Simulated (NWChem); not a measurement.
Correlation energy of HBN

```
B
N 1 1.3082
H 1 1.1834 2 180.00
```
Charge 0, spin multiplicity 2.

Program: NWChem. The geometry was optimised at UB3LYP/def2-SVP, a minimum by its harmonic frequencies.

Basis set: cc-pVDZ. Each correlation energy counts from its own Hartree-Fock reference.

```json
[
 {"method": "CCSD(T) on UHF", "correlation energy (mHa)": "-232.1"},
 {"method": "CCSDT on ROHF", "correlation energy (mHa)": "-236.3"},
 {"method": "SCS-UMP2", "correlation energy (mHa)": "-199.0"},
 {"method": "CCSD on UHF", "correlation energy (mHa)": "-224.6"},
 {"method": "UMP2", "correlation energy (mHa)": "-199.4"},
 {"method": "URI-MP2", "correlation energy (mHa)": "-199.4"},
 {"method": "CCSD[T] on ROHF", "correlation energy (mHa)": "-236.3"},
 {"method": "CCSD[T] on UHF", "correlation energy (mHa)": "-232.8"},
 {"method": "CCSD on ROHF", "correlation energy (mHa)": "-227.6"},
 {"method": "CCSD(T) on ROHF", "correlation energy (mHa)": "-235.6"}
]
```

The values span 37.3 mHa, from CCSD[T] on ROHF (lowest) to SCS-UMP2 (highest). 

The correlated methods keep 2 core orbitals frozen. The structure started from a generated list of species. The unpaired electrons of the parent sit in orbitals of symmetry b2 (C2v labels of the run); other states weren't searched. No SCF solution was tested for a lower state. Open-shell Hartree-Fock references start from PBE0 orbitals. No row is a measurement; the coupled-cluster row has its own basis-set and correlation limits.
